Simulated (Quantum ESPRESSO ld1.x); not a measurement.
Values are calculated unless marked as measured or tabulated.
Ionisation ladder of antimony, from Sb I to Sb XXII. Each ion is in the ground configuration listed by NIST, and IE = E(next ion) - E(this ion). Code: ld1.x of Quantum ESPRESSO 7.5. Model: Dirac Kohn-Sham, LDA (Slater exchange, Perdew-Zunger correlation), spin-unpolarised, spherical densities, point nucleus; open shells are shared between the two j in proportion to 2j + 1.

| species | configuration | IE, Delta-SCF (eV) | <r> HOMO (bohr) | IE, NIST (eV) | kind | error (eV) |
|---|---|---|---|---|---|---|
| Sb I | [Kr] 4d10 5s2 5p3 | 8.538 | 2.95 | 8.608 | exp. | -0.070 |
| Sb II | [Kr] 4d10 5s2 5p2 | 16.275 | 2.69 | 16.63 | exp. | -0.351 |
| Sb III | [Kr] 4d10 5s2 5p1 | 24.812 | 2.51 | 25.324 | exp. | -0.512 |
| Sb IV | [Kr] 4d10 5s2 | 44.813 | 2.01 | 43.80 | exp. | +1.009 |
| Sb V | [Kr] 4d10 5s1 | 55.860 | 1.94 | 55.0 | semi-emp. | +0.860 |
| Sb VI | [Kr] 4d10 | 99.968 | 1.01 | 99.51 | exp. | +0.458 |
| Sb VII | [Kr] 4d9 | 120.90 | 0.980 | 117 | theory | +3.9 |
| Sb VIII | [Kr] 4d8 | 142.76 | 0.954 | 139 | theory | +3.8 |
| Sb IX | [Kr] 4d7 | 165.49 | 0.931 | 162 | theory | +3.5 |
| Sb X | [Kr] 4d6 | 189.05 | 0.910 | 185 | theory | +4.0 |
| Sb XI | [Kr] 4d5 | 213.39 | 0.891 | 214 | theory | -0.6 |
| Sb XII | [Kr] 4d4 | 238.49 | 0.873 | 238 | theory | +0.5 |
| Sb XIII | [Kr] 4d3 | 264.32 | 0.855 | 265 | theory | -0.7 |
| Sb XIV | [Kr] 4d2 | 290.85 | 0.839 | 292 | theory | -1.2 |
| Sb XV | [Kr] 4d1 | 318.05 | 0.824 | 317 | theory | +1.1 |
| Sb XVI | [Kr] | 424.75 | 0.768 | 420 | theory | +4.8 |
| Sb XVII | [Ar] 3d10 4s2 4p5 | 454.62 | 0.758 | 447 | theory | +7.6 |
| Sb XVIII | [Ar] 3d10 4s2 4p4 | 484.91 | 0.749 | 479 | theory | +5.9 |
| Sb XIX | [Ar] 3d10 4s2 4p3 | 515.60 | 0.741 | 510 | theory | +5.6 |
| Sb XX | [Ar] 3d10 4s2 4p2 | 546.62 | 0.732 | 552 | theory | -5.4 |
| Sb XXI | [Ar] 3d10 4s2 4p1 | 577.88 | 0.724 | 584 | theory | -6.1 |
| Sb XXII | [Ar] 3d10 4s2 | 664.13 | 0.691 | 657 | theory | +7.1 |

Reference values: NIST Atomic Spectra Database (exp. = measured, semi-emp. = semi-empirical, theory = theoretical value adopted there). Errors are taken from the NIST values before rounding. The ionisation energy per charge of the ion left behind rises most, in proportion, at Sb VI ([Kr] 4d10), from 11.172 to 16.661 eV. Against the entries that are not theoretical the mean signed error is -0.1 % and the largest +2.3 %. Spin polarisation and multiplet splitting are left out, so open shells lie too high by an amount that depends on their filling. Sharing an open shell by 2j + 1 raises it above the true ground level by a part of the spin-orbit splitting, which enters the differences from NIST.

Beside tabulated values, note that spin-unpolarised runs miss the spin-polarisation part of the exchange energy of open shells.
